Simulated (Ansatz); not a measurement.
Start from `F[CH]([SiH3])[AlH][SiH3]` and change one atom or group to get `F[CH]([SiH3])[SnH3]`.

Ansatz, PBE0-D4/def2-TZVP geometries, multiplicity 1. Each molecule was computed in one conformer, which needn't be the lowest.

Elements past krypton have def2 core potentials.

```json
{"property": "HOMO energy (PBE0/def2-TZVPP) / eV", "`F[CH]([SiH3])[AlH][SiH3]`": "-7.43"}
{"property": "HOMO energy (B3LYP/def2-TZVPP) / eV", "`F[CH]([SiH3])[AlH][SiH3]`": "-7.23"}
{"property": "HOMO–LUMO gap (B3LYP/def2-TZVPP) / eV", "`F[CH]([SiH3])[AlH][SiH3]`": "4.98"}
{"property": "size of the dipole moment (B3LYP/def2-TZVPP) / D", "`F[CH]([SiH3])[AlH][SiH3]`": "1.13"}
{"property": "HOMO–LUMO gap (PBE/def2-TZVPP) / eV", "`F[CH]([SiH3])[AlH][SiH3]`": "3.40"}
{"property": "LUMO energy (ωB97M-V/def2-TZVPP) / eV", "`F[CH]([SiH3])[AlH][SiH3]`": "-0.43"}
```

Q: What does the change do to each property? (Estimate.)

A: Ansatz gave: 
```json
{"property": "HOMO energy (PBE0/def2-TZVPP) / eV", "`F[CH]([SiH3])[SnH3]`": "-7.84", "shift": "-0.41"}
{"property": "HOMO energy (B3LYP/def2-TZVPP) / eV", "`F[CH]([SiH3])[SnH3]`": "-7.64", "shift": "-0.41"}
{"property": "HOMO–LUMO gap (B3LYP/def2-TZVPP) / eV", "`F[CH]([SiH3])[SnH3]`": "7.21", "shift": "2.23"}
{"property": "size of the dipole moment (B3LYP/def2-TZVPP) / D", "`F[CH]([SiH3])[SnH3]`": "1.31", "shift": "0.18"}
{"property": "HOMO–LUMO gap (PBE/def2-TZVPP) / eV", "`F[CH]([SiH3])[SnH3]`": "5.61", "shift": "2.21"}
{"property": "LUMO energy (ωB97M-V/def2-TZVPP) / eV", "`F[CH]([SiH3])[SnH3]`": "1.25", "shift": "1.68"}
```

With PBE0 the HOMO falls by 0.41 eV and the LUMO rises by 1.87 eV, so the gap widens by about 2.28 eV. PBE moves the HOMO by -0.37 eV and ωB97M-V by -0.49 eV. Dipoles are sizes alone; their direction can turn.

B3LYP here is the variant with VWN-RPA as its local correlation; programs differ in this.
